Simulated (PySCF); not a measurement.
**Gas-phase XPS of ZnMe(OH), computed**

ZnMe(OH), CH₄OZn (singlet state).
Cartesian coordinates in Å at the PBE0-D3(BJ)/def2-SVP level; atoms count from 1:
```
atom  x, y, z in Å
Zn1   -0.0571    0.0264   -0.6976
C2    -0.0728    0.0931    1.2289
H3     0.9479    0.0477    1.6391
H4    -0.6449   -0.7471    1.6518
H5    -0.5355    1.0277    1.5827
O6    -0.1454    0.0429   -2.4719
H7     0.5079   -0.4906   -2.9330
```

The calculation used PySCF 2.14.0, delta-SCF UKS SCAN, pcX-2 on the ionised atom (unc-x2c-TZVPall on a metal), pcseg-1 elsewhere, spin-free X2C. Binding energies are ΔSCF values: E(core-ionised, relaxed orbitals) − E(ground state) at a fixed geometry, referred to the vacuum level.

Question: List the computed XPS lines with their assignment.

Answer: 
```json
{"atom(s)": "C2", "environment": "carbon bonded to Zn and 3 H", "level": "C 1s", "binding energy (eV)": "290.09", "count": "1"}
{"atom(s)": "O6", "environment": "oxygen bonded to Zn and H", "level": "O 1s", "binding energy (eV)": "537.08", "count": "1"}
```

Question: Express the binding energy of C 1s of C2 in atomic units and per mole.

Answer: 290.09 eV = 10.6606 Eh = 27989 kJ/mol.

Not every level is listed. No level of zinc is listed. Geometry: PBE0-D3(BJ)/def2-SVP; no solvent, vibrations or thermal averaging. Metal 2p energies of this one-determinant scheme are less reliable than its 1s energies.

On an x86-64 server with one thread, shared host, this took 15 s of wall time.
